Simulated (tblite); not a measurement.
Record of a relaxation.

C10H6.
Atom-mapped SMILES: `[CH:1]#[C:2][C:3]#[C:4][CH2:5][C:6]#[C:7][CH2:8][C:9]#[CH:10]` (hydrogens: H11 on C1; H12, H13 on C5; H14, H15 on C8; H16 on C10)

Computed with GFN2-xTB (tblite), gas phase: L-BFGS steps from a force-field or distance-geometry start until the largest atomic force falls under 0.01 eV/Å. 8 of its 22 geometries are shown.

Step 0: E = -658.1751 eV, largest atomic force 1.926 eV/Å
```
atom  x, y, z in Å  |  force x, y, z in eV/Å
C1      5.254   -0.865   -0.231   -1.548   0.703  -0.299
C2      4.166   -0.352   -0.452   -0.114   0.064  -0.008
C3      2.916    0.251   -0.709    0.322  -0.182   0.050
C4      1.831    0.764   -0.941    1.306  -0.389   0.021
C5      0.533    1.386   -1.203    0.376   0.332   0.393
C6     -0.420    0.809   -0.270   -0.340   0.107   0.192
C7     -1.212    0.350    0.503   -0.213  -0.100   0.530
C8     -2.179   -0.202    1.476   -0.404   0.587  -1.260
C9     -3.515   -0.163    0.847   -1.493  -0.116  -0.535
C10    -4.625   -0.139    0.348    1.766  -0.063   0.765
H11     6.187   -1.325   -0.033   -0.389   0.207  -0.093
H12     0.585    2.500   -1.069    0.065  -0.775   0.017
H13     0.182    1.195   -2.218    0.164  -0.106  -0.198
H14    -2.223    0.436    2.369    0.229  -0.336  -0.042
H15    -1.902   -1.239    1.666   -0.049   0.039   0.329
H16    -5.585   -0.132   -0.095    0.321   0.030   0.138
```

Step 3: E = -658.3323 eV, largest atomic force 1.178 eV/Å
```
atom  x, y, z in Å  |  force x, y, z in eV/Å
C1      5.227   -0.854   -0.236   -1.056   0.480  -0.204
C2      4.145   -0.341   -0.456    0.833  -0.392   0.166
C3      2.934    0.241   -0.706   -0.720   0.339  -0.164
C4      1.858    0.762   -0.945    0.509  -0.122   0.011
C5      0.550    1.381   -1.190    0.083  -0.268   0.040
C6     -0.431    0.816   -0.264    0.232   0.235  -0.194
C7     -1.213    0.352    0.514   -0.148  -0.008   0.175
C8     -2.196   -0.189    1.442    0.042  -0.032  -0.004
C9     -3.523   -0.168    0.847    0.016  -0.052   0.005
C10    -4.612   -0.141    0.352    0.029  -0.017  -0.017
H11     6.158   -1.310   -0.040   -0.241   0.129  -0.056
H12     0.590    2.476   -1.066    0.157  -0.244   0.108
H13     0.193    1.191   -2.218    0.287  -0.090   0.185
H14    -2.214    0.420    2.362    0.087  -0.213  -0.155
H15    -1.908   -1.228    1.677   -0.139   0.236   0.078
H16    -5.566   -0.131   -0.086    0.030   0.015   0.027
```

Step 6: E = -658.3696 eV, largest atomic force 0.449 eV/Å
```
atom  x, y, z in Å  |  force x, y, z in eV/Å
C1      5.205   -0.845   -0.240   -0.079   0.026  -0.011
C2      4.135   -0.336   -0.458    0.068  -0.018  -0.002
C3      2.930    0.242   -0.707   -0.365   0.172  -0.082
C4      1.866    0.767   -0.951    0.098  -0.053   0.019
C5      0.561    1.366   -1.184   -0.035   0.004  -0.022
C6     -0.428    0.824   -0.264   -0.181  -0.165   0.261
C7     -1.212    0.358    0.517    0.278   0.188  -0.299
C8     -2.196   -0.187    1.434    0.017  -0.041   0.086
C9     -3.523   -0.173    0.848    0.144  -0.002   0.026
C10    -4.608   -0.142    0.351   -0.188  -0.006  -0.109
H11     6.133   -1.296   -0.046   -0.043   0.027  -0.010
H12     0.603    2.455   -1.058    0.152   0.011   0.088
H13     0.214    1.183   -2.209    0.154  -0.133  -0.026
H14    -2.207    0.406    2.354    0.021   0.030   0.058
H15    -1.917   -1.216    1.684   -0.017  -0.046   0.017
H16    -5.562   -0.130   -0.083   -0.024   0.005   0.005
```

Step 9: E = -658.3775 eV, largest atomic force 0.419 eV/Å
```
atom  x, y, z in Å  |  force x, y, z in eV/Å
C1      5.194   -0.842   -0.241    0.243  -0.121   0.051
C2      4.128   -0.331   -0.461   -0.248   0.129  -0.066
C3      2.921    0.246   -0.709   -0.277   0.133  -0.064
C4      1.860    0.771   -0.954    0.348  -0.205   0.110
C5      0.560    1.364   -1.183   -0.030   0.122  -0.051
C6     -0.423    0.823   -0.261   -0.048  -0.045   0.041
C7     -1.211    0.362    0.515   -0.026  -0.034   0.037
C8     -2.194   -0.187    1.435   -0.006   0.014   0.012
C9     -3.521   -0.173    0.845   -0.118   0.020  -0.064
C10    -4.610   -0.143    0.348    0.170  -0.010   0.062
H11     6.123   -1.291   -0.048   -0.052   0.029  -0.010
H12     0.620    2.451   -1.048    0.038   0.016   0.007
H13     0.233    1.168   -2.211    0.026  -0.040  -0.047
H14    -2.203    0.405    2.357    0.005   0.009   0.002
H15    -1.920   -1.218    1.688    0.010  -0.018  -0.009
H16    -5.565   -0.129   -0.083   -0.036   0.001  -0.012
```

Step 12: E = -658.3795 eV, largest atomic force 0.033 eV/Å
```
atom  x, y, z in Å  |  force x, y, z in eV/Å
C1      5.193   -0.841   -0.241   -0.002  -0.001  -0.001
C2      4.125   -0.329   -0.463    0.003   0.001  -0.008
C3      2.919    0.246   -0.710   -0.007   0.002  -0.003
C4      1.859    0.769   -0.953   -0.016  -0.012   0.026
C5      0.559    1.367   -1.185   -0.005  -0.007   0.010
C6     -0.424    0.821   -0.259   -0.007   0.012  -0.024
C7     -1.212    0.361    0.516    0.002  -0.015   0.012
C8     -2.195   -0.188    1.437    0.005  -0.002   0.001
C9     -3.521   -0.172    0.844    0.013   0.010   0.013
C10    -4.609   -0.144    0.347   -0.005  -0.003  -0.012
H11     6.120   -1.289   -0.049   -0.004   0.005  -0.001
H12     0.625    2.453   -1.046    0.007   0.005  -0.015
H13     0.238    1.164   -2.213    0.014   0.007   0.003
H14    -2.202    0.406    2.358   -0.004  -0.002  -0.001
H15    -1.920   -1.219    1.688   -0.004   0.001  -0.004
H16    -5.566   -0.129   -0.083    0.010   0.000   0.004
```

Step 15: E = -658.3798 eV, largest atomic force 0.044 eV/Å
```
atom  x, y, z in Å  |  force x, y, z in eV/Å
C1      5.191   -0.841   -0.242    0.019  -0.007   0.001
C2      4.125   -0.328   -0.465   -0.004  -0.003   0.001
C3      2.918    0.246   -0.710   -0.024   0.008  -0.004
C4      1.855    0.766   -0.947    0.010  -0.004   0.013
C5      0.559    1.367   -1.184   -0.010  -0.016   0.005
C6     -0.427    0.822   -0.262    0.006   0.034  -0.028
C7     -1.210    0.358    0.517   -0.004   0.002   0.004
C8     -2.194   -0.188    1.438    0.007   0.000  -0.006
C9     -3.520   -0.170    0.845    0.011  -0.003   0.003
C10    -4.607   -0.145    0.345   -0.016   0.002  -0.009
H11     6.119   -1.287   -0.049    0.004   0.001  -0.001
H12     0.628    2.454   -1.048   -0.010  -0.014  -0.004
H13     0.243    1.163   -2.214    0.003   0.010   0.006
H14    -2.202    0.406    2.358    0.006  -0.001   0.011
H15    -1.921   -1.219    1.687   -0.007  -0.009   0.009
H16    -5.564   -0.129   -0.082    0.009   0.000  -0.001
```

Step 18: E = -658.3800 eV, largest atomic force 0.020 eV/Å
```
atom  x, y, z in Å  |  force x, y, z in eV/Å
C1      5.191   -0.841   -0.242   -0.004   0.004  -0.004
C2      4.125   -0.328   -0.466    0.000  -0.005   0.005
C3      2.918    0.246   -0.710    0.010  -0.010   0.005
C4      1.854    0.765   -0.943   -0.004   0.004  -0.001
C5      0.558    1.367   -1.183    0.003   0.007  -0.009
C6     -0.430    0.825   -0.264   -0.017   0.002   0.011
C7     -1.209    0.358    0.518   -0.003   0.007  -0.003
C8     -2.193   -0.188    1.438   -0.002  -0.002   0.007
C9     -3.520   -0.169    0.845   -0.002  -0.003  -0.008
C10    -4.606   -0.145    0.345    0.009   0.002   0.005
H11     6.120   -1.287   -0.049    0.004   0.001  -0.002
H12     0.628    2.453   -1.050   -0.001   0.004   0.006
H13     0.244    1.164   -2.214    0.001  -0.008  -0.013
H14    -2.202    0.406    2.359    0.010  -0.004   0.002
H15    -1.922   -1.220    1.687   -0.002   0.000   0.004
H16    -5.563   -0.129   -0.082   -0.002   0.000  -0.006
```

Step 21: E = -658.3800 eV, largest atomic force 0.006 eV/Å
```
atom  x, y, z in Å  |  force x, y, z in eV/Å
C1      5.191   -0.841   -0.243    0.000   0.001  -0.002
C2      4.124   -0.329   -0.465   -0.003  -0.002   0.005
C3      2.917    0.245   -0.710   -0.004  -0.003   0.004
C4      1.853    0.765   -0.941   -0.002  -0.001  -0.003
C5      0.558    1.367   -1.184   -0.002   0.002   0.002
C6     -0.433    0.827   -0.265    0.001  -0.005  -0.001
C7     -1.209    0.358    0.518   -0.002   0.000   0.000
C8     -2.193   -0.188    1.438    0.000   0.001  -0.001
C9     -3.519   -0.169    0.845    0.000   0.000   0.005
C10    -4.605   -0.145    0.344    0.001   0.002   0.001
H11     6.120   -1.286   -0.049    0.001   0.002  -0.003
H12     0.628    2.453   -1.049    0.000   0.004  -0.003
H13     0.246    1.163   -2.216    0.002  -0.002   0.003
H14    -2.200    0.405    2.360    0.001  -0.004   0.000
H15    -1.922   -1.221    1.688    0.003   0.004  -0.002
H16    -5.563   -0.129   -0.083    0.005   0.000  -0.004
```

Task: Summarise the path.

Result: The energy falls by 0.2049 eV from step 0 to step 21; nine tenths of that is first reached at step 5. It falls at every step. The largest force goes from 1.926 to 0.006 eV/Å. Among the bonds C2–C3 changes most, from 1.412 to 1.359 Å; the atoms move by 0.044 Å rms after alignment.

What follows is the cost of the whole relaxation. Hardware: Intel Xeon at 2.70 GHz, one thread, shared host with 64 logical CPUs at a one-minute load of 59. Cost: 0.19 s.
